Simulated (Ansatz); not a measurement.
`[SiH3][SiH]1O[SiH2][SiH2]1` + `[CH3][GeH2][F]` → `[CH3][GeH]([F])[SiH3]` + `O1[SiH2][SiH2][SiH2]1`  (formal exchange of groups at the Si–Si bond)

Gas-phase electronic energies from Ansatz, PBE0-D4/def2-TZVP geometries. CBS: MP2 limit from def2 TZ/QZ plus the TZ coupled-cluster correction, frozen cores. DFT in def2-TZVPP. For Ge outer-core shells are correlated without core-valence functions, which leaves a few kJ/mol of doubt a bond. Scalar relativity is left out up to krypton.

`[SiH3][SiH]1O[SiH2][SiH2]1`:

Z-matrix (Å, degrees):
```
Si
O 1 1.681
Si 1 2.726 2 35.5
Si 1 2.340 2 111.7 3 120.3
Si 1 2.359 2 90.2 3 0.8
H 1 1.491 2 110.1 3 -116.7
H 3 1.487 1 123.4 2 -78.9
H 3 1.487 1 124.4 2 77.2
H 4 1.488 1 112.0 2 61.1
H 4 1.489 1 108.6 2 -178.6
H 4 1.488 1 109.7 2 -59.9
H 5 1.486 1 118.7 2 -113.0
H 5 1.487 1 117.0 2 111.0
```

`[CH3][GeH2][F]`:

```xyz
8

C    -0.255    0.998   -0.176
Ge    0.186   -0.839    0.251
F     0.800   -1.555   -1.221
H    -0.650    1.506    0.705
H    -1.007    1.025   -0.965
H     0.637    1.525   -0.516
H    -1.035   -1.687    0.643
H     1.323   -0.973    1.278
```

`[CH3][GeH]([F])[SiH3]`:

Cartesian coordinates in Å:
```
C -0.843 -1.600 -0.191
Ge -0.625 0.320 -0.410
F -1.908 1.051 0.542
Si 1.413 1.210 0.460
H -0.711 -1.876 0.855
H -0.106 -2.134 -0.794
H -1.843 -1.893 -0.514
H -0.913 0.758 -1.862
H 1.566 0.809 1.882
H 1.416 2.692 0.354
H 2.554 0.663 -0.323
```

`O1[SiH2][SiH2][SiH2]1`:

Z-matrix (Å, degrees):
```
Si
Si 1 2.356
Si 1 2.725 2 54.7
O 1 1.674 2 90.2 3 0.0
H 1 1.487 2 117.6 3 -113.6
H 1 1.487 2 117.7 3 113.6
H 2 1.486 1 117.8 3 -111.9
H 2 1.486 1 117.8 3 111.9
H 3 1.487 1 123.9 2 102.1
H 3 1.487 1 123.9 2 -102.1
```

| level | ΔE (kcal/mol) |
| --- | --- |
| r2SCAN | -2.1 |
| MP2/def2-TZVPP | -2.4 |

Q: What does CCSD(T)/CBS give? (Best estimate.)

A: Computed: -2.3 kcal/mol. The listed levels differ from it by 0.2, -0.1 kcal/mol.

Largest T1 diagnostic among the species: 0.014.

The D4 term adds +0.8 kcal/mol with B3LYP and +0.5 kcal/mol with PBE0; it sums over pairs of atoms, weighted by their polarisabilities, and B3LYP, whose exchange is more repulsive, gets the larger term.

B3LYP here is the variant with VWN-RPA as its local correlation; programs differ in this.
